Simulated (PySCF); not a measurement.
Species: Nb(CH2)(SMe)3, C4H11NbS3 (singlet state).
Geometry (PBE0-D3(BJ)/def2-SVP, Å), atoms numbered from 1 in this order:
```
atom  x, y, z in Å
Nb1    0.2836   -0.4101    0.5376
C2     0.0009    0.4945    2.1583
H3     0.9643    1.0576    2.0182
H4    -0.5258    0.7160    3.0917
S5     2.5004   -1.1657    0.6059
C6     2.5714   -1.8286   -1.0970
H7     1.5717   -2.0568   -1.5000
H8     3.1484   -2.7632   -1.0718
H9     3.0700   -1.1037   -1.7546
S10    0.0041    1.2032   -1.1541
C11   -0.0467    2.8926   -0.4788
H12   -0.7787    2.9553    0.3358
H13   -0.3330    3.5764   -1.2900
H14    0.9468    3.1778   -0.1072
S15   -1.2325   -2.1753    0.1629
C16   -2.8086   -1.2683   -0.0583
H17   -3.1084   -0.7748    0.8754
H18   -3.5714   -2.0106   -0.3293
H19   -2.7193   -0.5227   -0.8602
```

Computed with PBE0-D3(BJ)/def2-SVP geometry optimisation, gas phase, def2 core potentials past Kr (PySCF).

Masses are those of the commonest isotopes; rigid-rotor values at the optimised geometry. The values belong to one conformer.

(1) Give the principal moments of inertia and the rotational constants in MHz.

(2) What kind of rotor is it?

(3) Is it planar, by Δ = Ic − Ia − Ib?

(4) Give the other two planar moments, Paa and Pbb, and the rms extents of the mass along the axes.

(5) Predict some low-J microwave lines.

(6) Estimate the classical rotational partition function at 25 K, 100 K and 298.15 K.

Answers

(1) Ia = 596.68, Ib = 635.49, Ic = 909.11 u·Å²; 505379 MHz·u·Å²/I gives A = 847.0, B = 795.3, C = 555.9 MHz.

(2) An asymmetric top. Ray's parameter κ = (2B − A − C)/(A − C) = 0.645; −1 is the prolate and +1 the oblate limit.

(3) Not planar: Δ = Ic − Ia − Ib = -323.05 u·Å². For a rigid frame Δ = −2 Σ m c², so Σ m c² = 161.53 u·Å² lies off the ab plane: 28.14 from hydrogen and 133.38 from heavier atoms. The atom farthest from that plane is 3.08 Å away.

(4) Paa = Σ m a² = (Ib + Ic − Ia)/2 = 473.96 and Pbb = Σ m b² = (Ia + Ic − Ib)/2 = 435.15 u·Å². With the mass M = 247.91 u, the rms extents √(P/M) along a, b and c are 1.38, 1.32, 0.81 Å.

(5) The dipole components are |μa| = 1.61 D, |μb| = 1.33 D, |μc| = 0.16 D. The squared components, which scale the intensities, stand as 1.00 : 0.68 : 0.01 (a : b : c). Some lines, for components of 0.1 D or more:

```tsv
type	branch	J(Ka,Kc)	MHz	lower level (cm⁻¹)
c	Q	3(3,1) ← 3(2,1)	310	0.315
b	Q	3(3,0) ← 3(2,1)	452	0.315
a	Q	3(2,1) ← 3(2,2)	646	0.293
a	Q	2(1,1) ← 2(1,2)	718	0.129
b	Q	2(1,1) ← 2(0,2)	726	0.129
b	Q	2(2,1) ← 2(1,2)	873	0.129
b	Q	3(3,1) ← 3(2,2)	955	0.293
b	Q	3(2,2) ← 3(1,3)	1331	0.249
a	R	1(0,1) ← 0(0,0)	1351	0.000
b	R	1(1,1) ← 0(0,0)	1403	0.000
a	R	2(1,2) ← 1(1,1)	2463	0.047
b	R	2(1,2) ← 1(0,1)	2515	0.045
a	R	2(1,1) ← 1(1,0)	2942	0.055
b	R	2(2,1) ← 1(1,0)	3097	0.055
c	R	2(1,1) ← 1(0,1)	3233	0.045
c	R	2(2,1) ← 1(1,1)	3336	0.047
b	R	2(2,0) ← 1(1,1)	3531	0.047
b	R	3(0,3) ← 2(1,2)	3596	0.129
a	R	3(1,3) ← 2(1,2)	3596	0.129
a	R	3(0,3) ← 2(0,2)	3603	0.129
b	R	3(1,2) ← 2(2,1)	4017	0.158
a	R	3(2,2) ← 2(2,1)	4053	0.158
a	R	3(2,1) ← 2(2,0)	4504	0.165
c	R	3(2,1) ← 2(1,1)	4854	0.153
c	R	3(1,2) ← 2(0,2)	4898	0.129
c	R	3(3,1) ← 2(2,1)	5009	0.158
```

(6) Point group C1, symmetry number σ = 1; q = (√π/σ)·√((kT/h)³/(ABC)), k/h = 20836.6 MHz/K: 34400 at 25 K, 275000 at 100 K, 1420000 at 298.15 K.

No frequency check. These are rigid-rotor constants of the computed structure; measured ground-state constants (B0) also hold zero-point vibration. A rigid rotor knows nothing of internal rotation, which can split or shift real lines.

Hardware: an Arm Neoverse V2 with one thread, shared host with 96 logical CPUs at a one-minute load of 43. Cost: 8.4 min wall, 1.0 GiB resident at most. These figures are those of the optimisation.
